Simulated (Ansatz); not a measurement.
Input file for Ansatz (a quantum-chemistry and plane-wave program): R-wB97X-V/def2-TZVPP on H3Si (SMILES [SiH3-]). Charge -1.

Ansatz 0.2 input:
```yaml
crystal:
  periodic: [false, false, false]
  atoms:
    - {symbol: Si, position_ang: [-0.00117457, 0.00013202, 0.14196813]}
    - {symbol: H, position_ang: [-0.52777745, 1.19207119, -0.68369379]}
    - {symbol: H, position_ang: [1.30517938, -0.13502891, -0.66730123]}
    - {symbol: H, position_ang: [-0.76057175, -1.05892879, -0.68353304]}
basis:
  gaussian:
    orbitals: def2-TZVPP
hamiltonian:
  xc: {name: wB97X-V}
total_charge: -1
accuracy: high
phonons: {}
scf: {lower_state_search: off}
```

The head of its log:

```
WARN ansatz: RAYON_NUM_THREADS=2 ignored (pool sized by the plan → 2); use --threads N
Functional definition: wB97X-V
these checks for a lower state are left out or cut short: stability, starts, cluster_reference, orbital_swaps, neighbouring_geometries, increment
integrals: 0.10 GiB planned
1493 factors; integrals over basis functions are off by at most 2.1e-9 eV
integrals: 0.17 GiB planned
274 factors; integrals over basis functions are off by at most 7.8e-10 eV
mean field: 0.40 GiB planned
mean field evaluation 1: about -7924.4667 eV, gradient 7.9e0 eV
mean field evaluation 2: about -7924.7210 eV, gradient 3.2e0 eV
```

Problem. What total energy does the run end on?

Solution. -291.2295 hartree.
